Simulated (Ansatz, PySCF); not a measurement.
The PySCF input:
```python
from pyscf import gto, scf, dft

mol = gto.M(
    atom='''
Sb    0.00964327   -0.00302559   -0.01423230
F     1.00392385   -0.64141033    1.57706820
F    -1.57346652    0.90042129   -0.79329390
F     0.60238923    1.82142470    0.48519056
F     1.08525452   -0.50053220   -1.48642043
F    -1.17274624   -1.56275844    0.29810525
''',
    basis='sto-3g',
    charge=1,
    spin=1,
    verbose=4,
)

mf = dft.UKS(mol)
mf.xc = 'pbe0'
mf.grids.atom_grid = (99, 590)
mf.grids.prune = None
mf.kernel()
```

### Question
Write the same job for Ansatz (a program for electronic structure).

### Answer
One answer among several that fit: 
Ansatz 0.2 input:
```yaml
crystal:
  periodic: [false, false, false]
  atoms:
    - {symbol: Sb, position_ang: [0.00964327, -0.00302559, -0.01423230]}
    - {symbol: F, position_ang: [1.00392385, -0.64141033, 1.57706820]}
    - {symbol: F, position_ang: [-1.57346652, 0.90042129, -0.79329390]}
    - {symbol: F, position_ang: [0.60238923, 1.82142470, 0.48519056]}
    - {symbol: F, position_ang: [1.08525452, -0.50053220, -1.48642043]}
    - {symbol: F, position_ang: [-1.17274624, -1.56275844, 0.29810525]}
basis:
  gaussian:
    orbitals: STO-3G
hamiltonian:
  xc: pbe0
total_charge: 1
magnetization: {spin_polarized: true, initial_magnetization: 1}
accuracy: high
```

Both were run: PySCF gave -6744.314982 Eh and Ansatz -6744.314992 Eh, 0.010 mEh apart.
